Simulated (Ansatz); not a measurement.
Total energies of In₄N₄H₁₆, a cluster cut from zinc blende InN (hydrogen-capped) from Ansatz at PBE-D4/def2-TZVP, gas phase (1 Eh = 27.2114 eV = 2625.5 kJ/mol). The reference geometry is relaxed at r2SCAN-D4/def2-SVP.

```xyz
24

N     2.0248   -0.0240    0.7353
N    -1.0259   -1.8689   -0.3480
N     0.1337    0.9267   -1.9488
N    -1.1335    0.9643    1.5545
In    2.2597    0.9571   -1.2589
In   -0.9275   -0.9882   -2.3998
In    0.9322    0.9786    2.4075
In   -2.2621   -0.9430    1.2679
H     2.9845   -0.1306    1.0828
H     1.7104   -0.9925    0.6267
H    -1.4463   -2.7943   -0.4900
H    -0.0880   -2.0931   -0.0034
H     0.1532    1.4212   -2.8479
H    -0.4472    1.5351   -1.3648
H    -1.1792    1.5420    0.7102
H    -1.6946    1.4967    2.2290
H     3.0638   -0.1801   -2.2810
H     2.6387    2.6021   -0.8925
H     0.2228   -1.9239   -3.2862
H    -2.5629   -0.5731   -2.7706
H     0.8743   -0.1513    3.7130
H     1.4781    2.6170    2.3640
H    -1.9588   -1.8490    2.7072
H    -3.7502   -0.5289    0.4942
```

```tsv
state	geometry	energy (Eh)
charge 0 singlet	reference	-989.07210
charge 1 doublet	reference	-988.76538
charge 1 doublet	relaxed at r2SCAN-D4/def2-SVP	-988.76741
charge -1 doublet	reference	-989.08360
free N atom (quartet)	–	-54.53214
free In atom (doublet)	–	-190.11735
free H atom (doublet)	–	-0.49962
```

In the def2 sets In takes a core potential; there is no spin–orbit coupling. Single mean-field runs in def2-TZVP are fitted with def2-universal-jkfit.

(1) Work out the vertical ionisation energy to the doublet.

(2) Work out the vertical electron affinity, to the doublet.

(3) Give the fundamental gap IE − EA, the Mulliken electronegativity (IE + EA)/2 and the hardness (IE − EA)/2.

(4) How much does the charge 1 doublet relax, and what is the adiabatic ionisation energy?

(5) What is the binding energy per atom against free atoms?

(1) E(charge 1 doublet) − E(charge 0 singlet) = -988.76538 − (-989.07210) = 0.30672 Eh = 8.35 eV. For comparison, −ε of the highest occupied level is 6.45 eV at this level, 1.90 eV less.

(2) E(charge 0 singlet) − E(charge -1 doublet) = -989.07210 − (-989.08360) = 0.01150 Eh = 0.31 eV. The basis lacks diffuse functions, which makes affinities too small.

(3) From the values in Eh: IE − EA = 0.30672 − 0.01150 = 0.29522 Eh = 8.03 eV; (IE + EA)/2 = 4.33 eV; (IE − EA)/2 = 4.02 eV. The HOMO–LUMO gap of the same run is 4.75 eV, 3.28 eV smaller than the fundamental gap.

(4) Relaxation: -988.76538 − (-988.76741) = 0.00203 Eh = 0.06 eV. Adiabatic ionisation energy: 0.30469 Eh = 8.29 eV, without zero-point energy. 

(5) Atoms: 4 × (-54.53214) + 4 × (-190.11735) + 16 × (-0.49962) = -986.59188 Eh. Binding: -986.59188 − (-989.07210) = 2.48022 Eh = 67.49 eV, or 2.81 eV for each of 24 atoms (no zero-point energy, no counterpoise term).

At PBE-D4/def2-TZVP the highest occupied level of the charge -1 doublet lies above zero (up to 1.16 eV). Energy differences disagree on whether the electron is bound (positive means bound): 0.31 eV (vertical, against the charge 0 singlet, at PBE-D4/def2-TZVP), but -0.50 eV at ωB97X-V/def2-TZVP.
